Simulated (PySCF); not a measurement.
[MnF4]- holds Mn(III), d4, at total charge -1. The structure is a model geometry with rigid ligands and bond lengths from ionic radii, not a minimum; coordination tetrahedral, point group Td, metal–donor distances 1.82 Å.

Method (PySCF 2.14, density fitting): CASSCF(4,5) with orbitals averaged over all microstates of the shell, strongly contracted NEVPT2 on the averaged canonical orbitals; basis x2c-TZVPall on the metal, x2c-SVPall elsewhere; spin-free X2C; IEF-PCM water; spin-orbit coupling by state interaction with the mean-field operator over all roots.

CASSCF energies above the lowest CASSCF root:

```tsv
state	CASSCF / cm⁻¹
5T2	0
5E	7056
3T1	16708
3T2	19487
1A1	21080
3T1	22190
3E	24306
3T2	24464
3T1	25611
1T1	26122
3T2	28918
3T1	29385
3A2	29430
3E	30442
1T2	30732
1E	32763
3A1	33599
1A1	33720
3T1	35402
3T2	35562
1T2	35653
1T1	36314
```

Problem. How does dynamic correlation (SC-NEVPT2) move these states?

Solution. 
```
state  NEVPT2 / cm⁻¹  shift / cm⁻¹
  5T2              0             0
   5E           8544         +1487
  3T1          13976         -2733
  3T2          17507         -1980
  1A1          15750         -5330
  3T1          20842         -1347
   3E          23200         -1106
  3T2          22131         -2333
  3T1          23531         -2080
  1T1          22682         -3440
  3T2          27118         -1800
  3T1          28937          -448
  3A2          27757         -1672
   3E          29625          -816
  1T2          29046         -1686
   1E          29798         -2965
  3A1          32308         -1291
  1A1          30699         -3021
  3T1          35078          -324
  3T2          31480         -4082
  1T2          33578         -2075
  1T1          33922         -2392
```

The geometry is a model, and the complex may not exist in this form. The ground state is orbitally degenerate in this regular structure, which would distort (Jahn–Teller). NEVPT2 lifts 5E from 7056 to 8544 cm⁻¹; on the d shell alone such lifts tend to overshoot. NEVPT2 on the d shell alone tends to put d–d bands too high for such charged or covalently bound ions. Gaps between spin states lean to high spin in this active space.
